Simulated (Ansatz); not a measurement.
Input file:

```yaml
crystal:
  periodic: [false, false, false]
  atoms:
    - { symbol: B, position_ang: [-1.023808, -0.623805, -1.477411] }
    - { symbol: F, position_ang: [-0.974226, 0.71826, -1.340332] }
    - { symbol: H, position_ang: [-0.150803, -1.169217, -2.053713] }
    - { symbol: H, position_ang: [-1.995282, -1.196318, -1.136893] }
    - { symbol: H, position_ang: [0.61797, -0.00262, 1.385236] }
    - { symbol: "N", position_ang: [0.143735, -0.878874, 1.083753] }
    - { symbol: H, position_ang: [0.254258, 1.945197, -0.032733] }
    - { symbol: O, position_ang: [1.045408, 2.059643, 0.569339] }
    - { symbol: H, position_ang: [0.870557, -1.618509, 1.257111] }
    - { symbol: H, position_ang: [-0.551914, -1.051905, 1.853347] }
    - { symbol: H, position_ang: [1.764205, 1.818246, -0.107703] }
basis:
  gaussian: { orbitals: STO-3G }
hamiltonian:
  xc: pbe0
relax:
  f_tol: 0.03
  max_steps: 50
```

Run as:

```bash
$ ansatz run input.yaml --threads 1 --pin off --max-ram 2048MiB --backend cpu --events-out ev --progress --plain --runs-dir out
```

Hardware: 1 thread of Arm Neoverse N1 (shared host).

Question: Roughly how long does this run take, and how much memory?

Answer: 47 s, with a peak of 0.15 GiB, for 14 ionic steps.
